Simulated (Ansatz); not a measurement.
The first iterations of a band of CH$_{3}$SbSi (6 atoms, charge 0, multiplicity 1).

Method: RKS B3LYP-D4/def2-SVP in Ansatz.

| Item | Value |
| --- | --- |
| movable images | 5 |
| climbing image | yes |
| spring | 5.0 eV/Å² |
| optimiser | quadratic models (default) |
| start path | IDPP |
| force threshold | 0.03 eV/Å |
| iteration limit | 60 |
| end points | relaxed |

Image 0:

```xyz
6
Properties=species:S:1:pos:R:3
C -0.508 -0.979 -0.172
Si 0.287 -0.806 -1.675
Sb -0.334 1.019 0.710
H -1.071 -1.691 0.435
H 0.402 1.610 -0.757
H 1.225 0.846 1.458
```

Image 6:

```xyz
6
Properties=species:S:1:pos:R:3
C -0.748 -0.814 -0.147
Si -1.074 0.123 -1.538
Sb 1.160 -0.001 0.558
H -1.128 -1.652 0.441
H 1.238 1.038 -0.843
H 0.552 1.306 1.529
```

| iteration | highest image above the first end (eV) | largest band force component (eV/Å) |
| --- | --- | --- |
| 1 | 3.612 | 1.732 |
| 2 | 3.312 | 0.773 |
| 3 | 3.047 | 0.706 |
| 4 | 2.804 | 0.839 |
| 5 | 2.685 | 0.640 |

Does the band converge within its limit, and where does its top end?

The forces met the threshold. It ended after 16 iterations with the highest image 2.429 eV above the first end. Neighbouring images differ by up to 2.1 eV, so the band resolves the path poorly. A vibrational analysis at the climbing image gives 2 clearly imaginary modes (1065i, 74i cm⁻¹): a point of higher order, so a lower path passes nearby.

Run time: 2.3 min on 1 thread of Intel(R) Xeon(R) 6975P-C (Granite Rapids) (shared host), peak memory 0.24 GiB.
